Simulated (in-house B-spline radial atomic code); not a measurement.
A fraction x of an electron is added to 4p in neutral germanium, starting from [Ar] 3d10 4s2 4p2 and keeping the highest spin. All numbers are computed (scalar-relativistic (X2C) TPSS, spin-polarised, spherical fractional occupations; Fermi nucleus of rms radius 4.0742 fm) with an all-electron radial atomic-structure program (B-spline basis), not measured.

```json
{"x": "0", "E(x) - E(0) (eV)": "0.0000", "4p up level (eV)": "-4.458"}
{"x": "0.1", "E(x) - E(0) (eV)": "-0.4130", "4p up level (eV)": "-3.804"}
{"x": "0.2", "E(x) - E(0) (eV)": "-0.7614", "4p up level (eV)": "-3.167"}
{"x": "0.3", "E(x) - E(0) (eV)": "?", "4p up level (eV)": "?"}
{"x": "0.4", "E(x) - E(0) (eV)": "-1.2714", "4p up level (eV)": "-1.945"}
{"x": "0.5", "E(x) - E(0) (eV)": "-1.4367", "4p up level (eV)": "-1.365"}
{"x": "0.6", "E(x) - E(0) (eV)": "?", "4p up level (eV)": "?"}
{"x": "0.7", "E(x) - E(0) (eV)": "-1.5989", "4p up level (eV)": "-0.275"}
```

Question: What belongs in the row x = 0.3?

Answer: An energy change of -1.0470 eV; 4p up at -2.547 eV.

Question: What belongs in the row x = 0.6?

Answer: An energy change of -1.5451 eV; 4p up at -0.807 eV.

Question: Check Janak's theorem between x = 0.1 and 0.2.

Answer: The slope of the energy is -3.48 eV; the orbital levels give -3.49 eV (ε of the filling orbital, averaged over the two points).

Question: Up to what added charge does this functional bind the extra electron?

Answer: The highest level rises by about 5.3 eV per electron near x = 0.7 and would reach zero near x = 0.75, so a whole extra electron isn't bound at the basis-set limit.
